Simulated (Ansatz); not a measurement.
Wavefunction ladder for C2H10OSi2 (`CC[SiH](O)[SiH3]`)

```xyz
15

C     0.798    2.125    0.361
C     0.350    0.736    0.808
Si   -0.382   -0.293   -0.577
O     0.687   -0.495   -1.828
Si   -0.951   -2.444    0.158
H     1.201    2.708    1.193
H    -0.033    2.694   -0.066
H     1.582    2.063   -0.399
H     1.191    0.186    1.246
H    -0.407    0.812    1.598
H    -1.601    0.420   -1.074
H     0.811    0.244   -2.425
H    -1.915   -2.342    1.289
H    -1.584   -3.242   -0.926
H     0.253   -3.172    0.643
```

The species carries charge 0 and has multiplicity 1. Geometry: relaxed with PBE0-D4/def2-TZVP. It is one conformer, not always the lowest. Frozen core, restricted reference, the Gaussian-basis code of Ansatz. CBS rows extrapolate triple and quadruple zeta; past MP2 they add the triple-zeta difference.

```
     basis     HF (Eh)  MP2 corr.
def2-TZVPP  -734.42285   -0.84851
def2-QZVPP  -734.44849   -0.90924
```

**Question.** Estimate the CCSD correlation energy and the (T) correction in each basis where they were run (hartree).

**Answer.** 
```csv
basis,CCSD corr.,(T)
def2-TZVPP,-0.91303,-0.03314
CBS(def2),-1.01874,as TZ
```
